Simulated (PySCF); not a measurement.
## Deuteron quadrupole couplings in `C=C(C)[Si@@H](Cl)CC[SiH2]C`

C₆H₁₅ClSi₂.
Atom-mapped SMILES: `[CH2:1]=[C:2]([CH3:3])[Si@@H:4]([Cl:5])[CH2:6][CH2:7][SiH2:8][CH3:9]` (hydrogens: H10, H11 on C1; H12, H13, H14 on C3; H15 on Si4; H16, H17 on C6; H18, H19 on C7; H20, H21 on Si8; H22, H23, H24 on C9)

Geometry (GFN2-xTB, Å), atoms numbered from 1 in this order:
```
atom  x, y, z in Å
C1     2.5933    1.2074    0.7698
C2     2.7204    0.1954   -0.0785
C3     4.0718   -0.3209   -0.4712
Si4    1.2378   -0.6943   -0.8485
Cl5    1.2135   -2.6022   -0.1449
C6    -0.4204    0.1339   -0.4222
C7    -1.6138   -0.5957   -1.0437
Si8   -3.2818    0.2488   -0.6726
C9    -3.5963    0.2798    1.1997
H10    3.4502    1.6964    1.2090
H11    1.6313    1.5920    1.0629
H12    4.1599   -1.3735   -0.2065
H13    4.2030   -0.2427   -1.5495
H14    4.8680    0.2332    0.0214
H15    1.4103   -0.7861   -2.3043
H16   -0.5523    0.1714    0.6607
H17   -0.4127    1.1676   -0.7697
H18   -1.6284   -1.6249   -0.6812
H19   -1.4718   -0.6574   -2.1239
H20   -4.3522   -0.4966   -1.3469
H21   -3.2445    1.6261   -1.1869
H22   -3.5701   -0.7206    1.6233
H23   -2.8557    0.8783    1.7232
H24   -4.5710    0.7042    1.4213
```

Level: PBE0/pcSseg-1 (PySCF, non-relativistic); Q(2H) = 0.00286 b; rigid geometry, the same for H and D, with no vibrational averaging.

Question: Rank these positions by the coupling χzz of a deuteron there, largest first.
A. H23 (methyl hydrogen)
B. H11 (vinylic hydrogen)
C. H16 (methylene hydrogen)
D. H20 (Si–H hydrogen)

Answer: B (226 kHz), A (218 kHz), C (209 kHz), D (107 kHz).

Question: What are Vzz, η and χzz (234.96 MHz × Q × Vzz) at all hydrogens?

Answer: 
```tsv
atom	bonded to	bond length (Å)	Vzz (au)	η	χzz (kHz)
H10	C1	1.080	0.3308	0.05	222
H11	C1	1.077	0.3370	0.05	226
H12	C3	1.089	0.3097	0.03	208
H13	C3	1.089	0.3118	0.03	209
H14	C3	1.088	0.3137	0.03	211
H15	Si4	1.469	0.1565	0.00	105
H16	C6	1.091	0.3105	0.03	209
H17	C6	1.091	0.3119	0.02	210
H18	C7	1.091	0.3086	0.03	207
H19	C7	1.091	0.3112	0.04	209
H20	Si8	1.468	0.1597	0.01	107
H21	Si8	1.471	0.1584	0.01	106
H22	C9	1.087	0.3241	0.01	218
H23	C9	1.087	0.3250	0.01	218
H24	C9	1.086	0.3260	0.01	219
```

Question: Average by the element that carries the hydrogen.

Answer: on C: 214 kHz over 12 positions, mean bond length 1.087 Å; on Si: 106 kHz over 3 positions, mean bond length 1.469 Å.

Question: How does χzz go with the bond length over the 12 C–H bonds?

Answer: A straight-line fit has a slope of -13.1 kHz for each 0.01 Å, with a correlation coefficient of -0.93, over lengths from 1.077 to 1.091 Å. The longer bonds have the smaller couplings here.

Question: A static deuteron (I = 1) shows a doublet split by (3/2)χ, (3/4)χ(1 + η) and (3/4)χ(1 − η) with the field along z, y and x of the gradient. What are these for H22?

Answer: With |χ| = 217.8 kHz and η = 0.012: 327, 165 and 161 kHz, to first order and without motion.

Isolated species at its GFN2-xTB geometry (one conformer only). GFN2-xTB bond lengths can be off by several hundredths of an ångström, more for odd bonds, and the gradients follow them. The basis is small and wasn't made for field gradients, so the couplings can be 20 % off.
